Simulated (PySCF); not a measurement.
Isomers of C3H9FSi. Computed with PySCF, PBE0-D3(BJ)/def2-SVP geometry optimisation, gas phase. One conformer each; no zero-point energy, no entropy. No frequencies were run at this level. Point groups hold within 0.08 Å.

Task: Rank from lowest to highest electronic energy at this level (kcal/mol).
A. `CC(C)(F)[SiH3]`
B. `C[Si](C)(C)F` (SiFMe3)

Result: B (0.0), A (68.5).

```tsv
SMILES	E (Eh)	E rel (kcal/mol)	dipole (D)	point group	A, B, C (MHz)
C[Si](C)(C)F	-508.55816	0.0	1.94	–	3350, 3345, 3109
CC(C)(F)[SiH3]	-508.44899	68.5	1.68	Cs	4581, 2870, 2807
```

Task: How do the relative energies change in single points at B3LYP/pcSseg-1 (no added dispersion term) on the same geometries?

Result: 
| SMILES | PBE0-D3(BJ)/def2-SVP (kcal/mol) | B3LYP/pcSseg-1 (kcal/mol) | shift |
| --- | --- | --- | --- |
| C[Si](C)(C)F | 0.0 | 0.0 | 0.0 |
| CC(C)(F)[SiH3] | 68.5 | 70.7 | +2.2 |

Each column counts from its own lowest isomer. The order is unchanged; the largest shift is 2.2 kcal/mol.
